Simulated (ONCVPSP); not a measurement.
Varying the ONCV potential for Li (Z = 3)

Base potential:

```
Element                 : Li
Generator               : ONCVPSP 4.0.1
Type                    : optimised norm-conserving Vanderbilt (ONCV)
Functional              : PBE
Relativity              : scalar-relativistic
Frozen core             : none
Valence charge          : 3
Reference configuration : 1s2 2s1
Partial waves           : 1s+2s: rc 1.30 bohr, ncon 5, nbas 10, qcut 9.4 1/bohr, 2 projectors; p scattering state at 0.24 Ha: rc 1.30 bohr, ncon 3, nbas 8, qcut 7.4 1/bohr, 2 projectors, debl 0.4 Ha; d scattering state at 0.31 Ha: rc 1.25 bohr, ncon 4, nbas 8, qcut 8.9 1/bohr, 2 projectors, debl 1.9 Ha
Local potential         : polynomial inside 0.85 bohr (lpopt 5, dvloc0 0 Ha)
Core correction         : none
```

All-electron outer shells of the reference configuration (PBE, scalar-relativistic, ld1.x):

```
shell  level (eV)  outermost node (bohr)  outermost maximum (bohr)
   1s      -51.85                      –                      0.36
   2s       -2.87                   0.83                      3.12
```

Cutoffs, loose and tight: the cutoffs (Ha) at which the residual kinetic energy of the hardest occupied pseudo-wave falls to 1 and 0.1 mHa per electron. They do not see the model core or the augmentation charge, which bear on the density cutoff. Test errors are all-electron minus pseudo excitation energies from the reference, over the configurations 1s2 2s0; 1s2 2s0.5; 1s2 2s0 2p1; 1s1 2s1. A dash means not determined; rows that change the core or the reference have their own tests.

A true bound ghost makes a file unfit for plane-wave use even where its test errors are small: the radial tests pick states by their node count and pass the ghost by.

```tsv
change	outcome	cutoff, loose	cutoff, tight	bound ghosts	GHOST(+) flags above zero	largest test error (meV)
base	generated	33 Ha	39 Ha	none	none	+1148
s: rc 1.52	generated	29 Ha	34 Ha	none	none	+1540
d: qcut 10.7	generated	33 Ha	39 Ha	none	none	+1148
p: rc 1.25, qcut 7.7, nproj 0; local potential the p channel	generated	33 Ha	39 Ha	none	none	+1146
all radii scaled by about 1.34 (s 1.74, p 1.74, d 1.68 bohr); local potential polynomial inside 1.14 bohr (lpopt 5, dvloc0 0 Ha)	generated	27 Ha	32 Ha	none	none	+1793
non-relativistic	generated	33 Ha	39 Ha	d	d	+1148
p: rc 1.25, qcut 7.7	generated	33 Ha	39 Ha	none	none	+1148
core [He], valence charge 1; reference 2s0.75; waves now 2s: rc 2.50 bohr, ncon 5, nbas 9, qcut 2.5 1/bohr, 2 projectors, debl 3 Ha; p scattering state at 0.21 Ha: rc 1.85 bohr, ncon 3, nbas 6, qcut 4.5 1/bohr, 1 projector; d scattering state at 0.03 Ha: rc 2.50 bohr, ncon 4, nbas 7, qcut 3.7 1/bohr, 3 projectors, debl 2.8 Ha; local potential polynomial inside 1.30 bohr (lpopt 5, dvloc0 3 Ha); core correction polynomial model core, fcfact 0.3	generated	2.2 Ha	4.0 Ha	none	none	+1.1
s: rc 1.54	generated	29 Ha	34 Ha	none	none	+1576
local potential polynomial inside 0.85 bohr (lpopt 5, dvloc0 6.5 Ha)	generated	33 Ha	39 Ha	none	none	+1146
```

(1) What comes out with this change to the base: s: qcut 9.2; p: qcut 7.3; d: qcut 8.8?

Answers

(1) outcome: generated; cutoff, loose: 33 Ha; cutoff, tight: 38 Ha; bound ghosts: none; GHOST(+) flags above zero: none; largest test error (meV): +1181.
